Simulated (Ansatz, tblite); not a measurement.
Isomers of Ag2Cl2⁻ (doublet), found by a short tight-binding search and relaxed with r2SCAN-D4/def2-SVPD in Ansatz.

In the def2 sets Ag takes a core potential; there is no spin–orbit coupling. The xTB rows come from tblite. Correlated methods freeze 10 core orbitals; core or outer-core shells of Ag are correlated, in sets that lack core-valence functions.

Other spin states were run for one of them alone.

A:

```xyz
4

Ag   -0.7156    1.0557   -0.4013
Ag    0.7227   -1.0520    0.3984
Cl    2.0042   -2.9399    1.1214
Cl   -2.0113    2.9362   -1.1185
```

B:

```xyz
4

Ag   -0.357    0.216   -0.502
Ag    1.015   -0.632    1.860
Cl    1.760   -0.927   -0.680
Cl   -2.418    1.343   -0.678
```

Problem. Estimate which lies lowest at each level, and how far above it the others are (eV).

Solution. 
```json
{"level": "GFN1-xTB", "A": "0.00", "B": "0.84"}
{"level": "GFN2-xTB", "A": "0.00", "B": "0.58"}
{"level": "HF/def2-SVPD", "A": "0.00", "B": "0.18"}
{"level": "HF/def2-TZVPD", "A": "0.00", "B": "0.16"}
{"level": "PBE-D4/def2-TZVPD", "A": "0.02", "B": "0.00"}
{"level": "r2SCAN-D4/def2-TZVPD", "A": "0.06", "B": "0.00"}
{"level": "PBE0-D4/def2-TZVPD", "A": "0.00", "B": "0.01"}
{"level": "BHLYP-D4/def2-TZVPD", "A": "0.00", "B": "0.04"}
{"level": "MP2/def2-SVPD", "A": "0.00", "B": "0.12"}
{"level": "CCSD/def2-SVPD", "A": "0.00", "B": "0.11"}
{"level": "CCSD(T)/def2-SVPD", "A": "0.00", "B": "0.09"}
```
Point groups (tolerance 0.1 Å): A D∞h, B Cs. Lower isomers may exist.
